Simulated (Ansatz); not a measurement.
Reaction R1 + R2 → P1 + P2, each structure at its B3LYP-D3(BJ)/def2-TZVP stationary point, reached from a drawn start (curvature not checked).
R1, SiH4 (SMILES [SiH4]) (charge 0, multiplicity 1):
| atom | x (Å) | y (Å) | z (Å) |
|---|---|---|---|
| Si | 0.0000 | 0.0000 | 0.0000 |
| H | -0.1691 | 1.2235 | -0.8159 |
| H | -0.7440 | 0.1479 | 1.2712 |
| H | 1.4371 | -0.2048 | 0.2903 |
| H | -0.5240 | -1.1666 | -0.7455 |
R2, H4OSi (SMILES O[SiH3]) (charge 0, multiplicity 1, Z-matrix in Å and degrees):
```
Si
O 1 1.6528
H 2 0.9599 1 118.60
H 1 1.4758 2 105.81 3 -179.81
H 1 1.4842 4 109.90 2 120.67
H 1 1.4842 4 109.92 5 118.68
```
P1: H6OSi2 (SMILES [SiH3]O[SiH3]), charge 0, multiplicity 1.
P2: H2 (SMILES [H][H]), charge 0, multiplicity 1.

P less R. No zero-point or thermal terms.

The values were computed with Ansatz (an electronic-structure program) with Gaussian orbitals. Each number belongs to the level named beside it.

Problem. One of these levels gives -16.53 kcal/mol for the reaction energy. Which?
A) revPBE/def2-TZVPP
B) PBE0/def2-TZVPP
C) r2SCAN/def2-TZVPP

Solution. B, PBE0/def2-TZVPP. The others give -15.16 (revPBE/def2-TZVPP), -19.38 (r2SCAN/def2-TZVPP)
